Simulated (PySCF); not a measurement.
Species: C₅H₅B.
Atom-mapped SMILES: `[CH:1]#[C:2][BH:3][C:4]#[C:5][CH3:6]` (hydrogens: H7 on C1; H8 on B3; H9, H10, H11 on C6)

Method used: PBE0-D3(BJ)/def2-SVP geometry optimisation, gas phase (PySCF 2.14.0).

(1) What internal coordinates does the optimisation give?

Answers

(1) 
```
                 bond  length (pm)   order
                C1≡C2        122.0  triple
                C2–B3        151.9  single
                B3–C4        150.8  single
                C4≡C5        122.3  triple
                C5–C6        144.8  single
                C1–H7        107.5  single
                B3–H8        121.0  single
C6–H9, C6–H10, C6–H11        110.1  single
```

Bonds in one row agree within 1 pm and their mean is given. Orders are formal, as drawn. A selection of angles:
```
     angle  degrees
  C2–C1–H7    179.7
  C1–C2–B3    178.7
  C2–B3–C4    121.7
  C2–B3–H8    118.7
  C4–B3–H8    119.6
  B3–C4–C5    178.9
  C4–C5–C6    179.5
  C5–C6–H9    110.0
 C5–C6–H10    111.9
 H9–C6–H10    107.9
H10–C6–H11    108.6
```

B3 (three-coordinate boron) is planar (angles 121.7°, 119.6° and 118.7°, sum 360.0°, 0.00 Å off the plane of its three neighbours). The 6 heavy atoms lie in one plane (0.001 Å rms). The C–C distances run from 1.220 Å (C1≡C2, drawn triple) to 1.448 Å (C5–C6, drawn single), a spread of 0.228 Å.

Not checked by PBE0-D3(BJ)/def2-SVP frequencies.
